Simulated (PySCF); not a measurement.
B(H)(F)(Me) (CH4BF), SMILES CBF. Heavy atoms are numbered as in [BH:1]([F:3])[CH3:4]. Hydrogens are named by the atom that carries them.

Geometry optimised at PBE0-D3(BJ)/def2-TZVP.

These are HF/pcSseg-2 in PySCF values and carry that method's errors.

GIAO shieldings, no solvent; atoms alike by connectivity are averaged. δ = σ(ref) − σ: ¹¹B against BF3 (σ = 104.0 ppm); ¹H against TMS (σ = 31.98 ppm); ¹⁹F against CFCl3 (σ = 237.3 ppm); ¹³C against TMS (σ = 193.3 ppm), references at their B3LYP-D3(BJ)/def2-TZVP geometries, non-relativistic.

Computed chemical shifts:
```csv
nucleus,atoms,count,δ (ppm)
¹¹B,B1 (BH),1,43.6
¹H,H on B1,1,5.16
¹H,H on C4,3,0.68
¹⁹F,F3,1,-7.5
¹³C,C4 (CH3),1,8.6
```
